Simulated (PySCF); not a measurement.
Compound: C₇H₈FOP.
Atom-mapped SMILES: `[CH2:1]=[CH:2][c:3]1[c:4]([O:5][CH3:6])[cH:7][pH:8][c:9]1[F:10]`

Structure used (PBE0-D3(BJ)/def2-SVP), in Å, numbered top down from 1:
```xyz
18
C7H8FOP angstrom
C      3.0965    0.5441   -0.3205
C      1.9129   -0.0724   -0.1921
C      0.6185    0.5652    0.0150
C     -0.6236   -0.2200    0.1151
O     -0.4795   -1.5467    0.0206
C     -1.6378   -2.3313    0.1207
C     -1.7732    0.4839    0.3062
P     -1.4061    2.2289    0.5711
C      0.3329    1.8865    0.1482
F      1.2335    2.8574    0.0929
H      3.1923    1.6304   -0.2802
H      4.0080   -0.0384   -0.4715
H      1.8700   -1.1644   -0.2429
H     -1.3229   -3.3783    0.0335
H     -2.1395   -2.1800    1.0922
H     -2.3507   -2.0953   -0.6882
H     -2.7648    0.0548    0.4384
H     -1.7823    2.7981   -0.6878
```

NICS is the negative of the GIAO shielding at a point without a nucleus: at the ring centre (0) and 1 Å above and below it (1); zz is the component along the ring normal. Level: GIAO PBE/pcSseg-1 (PySCF, non-relativistic, gas phase) on the PBE0-D3(BJ)/def2-SVP geometry, one conformer.

Ring bond lengths (Å): C3–C4 1.473, C4–C7 1.361, C7–P8 1.803, P8–C9 1.822, C9–C3 1.358.

What do the NICS probes read (ppm)?

```tsv
ring	type	NICS(0)	NICS(1), two faces	NICS(1)zz, two faces	rms pucker (Å)	centre to ring atoms, mean (Å)
C3–C4–C7–P8–C9	5-membered ring with P; bonds drawn aromatic by RDKit's count	-7.0	-5.2 / -4.5	-6.6 / -6.9	0.04	1.32
```

What do they say, and how far can they be read as aromaticity?

- C3–C4–C7–P8–C9: mean NICS(1)zz -6.8 ppm, shielded. A hydrogen on P8, outside the ring, lies 1.99 Å from a NICS(1) probe.

And the bond-length index? HOMA takes Krygowski's 1993 parameters.

- C3–C4–C7–P8–C9: HOMA -0.08; the largest term is that of C3–C4, α(R − Ropt)² = 1.86.

Give the inner angles of the rings.

- C3–C4–C7–P8–C9: C3 109.5°, C4 116.5°, C7 110.4°, P8 88.8°, C9 114.0°; sum 539.2° against 540° for a flat convex ring.

What are the shieldings of the ring atoms and their hydrogens in the same run (means over atoms taken as equivalent)?

```tsv
atoms	environment	σ isotropic (ppm)
C3	unsaturated ring carbon	54.1
C4	unsaturated ring carbon	16.8
C7	unsaturated ring CH carbon	105.9
P8	ring phosphorus	384.9
C9	unsaturated ring carbon	-3.2
H17	hydrogen on carbon	27.15
H18	hydrogen on phosphorus	25.72
```

How do the values depend on the level or the medium?

```json
{"level": "PBE/pcSseg-1, gas", "NICS(0), C3–C4–C7–P8–C9": "-7.0", "mean NICS(1)zz, C3–C4–C7–P8–C9": "-6.8"}
{"level": "PBE0/pcSseg-1, gas", "NICS(0), C3–C4–C7–P8–C9": "-7.2", "mean NICS(1)zz, C3–C4–C7–P8–C9": "-7.1"}
{"level": "PBE0/pcSseg-1, IEF-PCM chloroform", "NICS(0), C3–C4–C7–P8–C9": "-7.3", "mean NICS(1)zz, C3–C4–C7–P8–C9": "-7.3"}
{"level": "PBE0/pcSseg-1, IEF-PCM dimethylsulfoxide", "NICS(0), C3–C4–C7–P8–C9": "-7.3", "mean NICS(1)zz, C3–C4–C7–P8–C9": "-7.4"}
```

The geometry is the same throughout; the continuum's cavity takes Bondi-type radii × 1.2.
